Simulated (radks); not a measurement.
Spherical quantum dot in the effective-mass picture: electrons in a hard-walled sphere of radius 8.67, all in effective atomic units (hartree* = m*/eps^2 hartree, bohr* = eps/m* bohr), one dielectric constant everywhere. Calculated with a radial shooting solver with Libxc functionals: non-relativistic Kohn-Sham, LDA (Slater exchange, Perdew-Wang correlation), spin-polarised, spherical densities. Levels are named by radial order and angular momentum (1s, 1p, 1d, 2s, ...), and open shells are averaged over m. Each electron was tried in the lowest free levels, single moves between levels near the top were tried too, and the lowest total energy was kept; such a search can miss a lower state. At N = 1 the Hartree and exchange-correlation terms need not cancel, so that row can carry a self-interaction error.

N,open shells,2S,mu = E(N) - E(N-1) (hartree*),addition energy mu(N+1) - mu(N) (hartree*),e(HOMO) (hartree*)
1,"1s(up 1, down 0)",1,0.066026,0.1639,0.13499
2,none,0,0.22989,0.1896,0.29955
3,"1p(up 1, down 0)",1,0.41944,0.1362,0.48694
4,"1p(up 2, down 0)",2,0.55562,0.1382,0.62459
5,"1p(up 3, down 0)",3,0.69384,0.1661,0.76314
6,"1p(up 3, down 1)",2,0.85995,0.1337,0.92644
7,"1p(up 3, down 2)",1,0.99360,0.1350,1.0610
8,none,0,1.1286,0.1951,1.1963
9,"1d(up 1, down 0)",1,1.3237,0.1330,1.3901
10,"1d(up 2, down 0)",2,1.4567,0.1333,1.5233
11,"1d(up 3, down 0)",3,1.5900,0.1334,1.6566
12,"1d(up 4, down 0)",4,1.7233,0.1334,1.7900
13,"1d(up 5, down 0)",5,1.8567,0.1619,1.9234
14,"1d(up 5, down 1)",4,2.0186,0.1310,2.0841
15,"1d(up 5, down 2)",3,2.1496,0.1314,2.2153
16,"1d(up 5, down 3)",2,2.2810,0.1315,2.3467
17,"1d(up 5, down 4)",1,2.4125,0.1316,2.4783
18,none,0,2.5441,0.2053,2.6100
19,"1f(up 1, down 0)",1,2.7495,0.1304,2.8147
20,"1f(up 2, down 0)",2,2.8799,0.1305,2.9451
21,"1f(up 3, down 0)",3,3.0104,0.1305,3.0756
22,"1f(up 4, down 0)",4,3.1409,0.1305,3.2061
23,"1f(up 5, down 0)",5,3.2713,0.1305,3.3366
24,"1f(up 6, down 0)",6,3.4018,0.1304,3.4670
25,"1f(up 7, down 0)",7,3.5322,-,3.5974

All shells are closed at N = 2, 8, 18 (there: 1s2 1p6 1d10); the second difference of the energy has clear peaks (12 % above both neighbours; the first and last values, which can be the largest, are not judged, and half-filled shells can peak too) at N = 2, 5, 8, 13, 18.
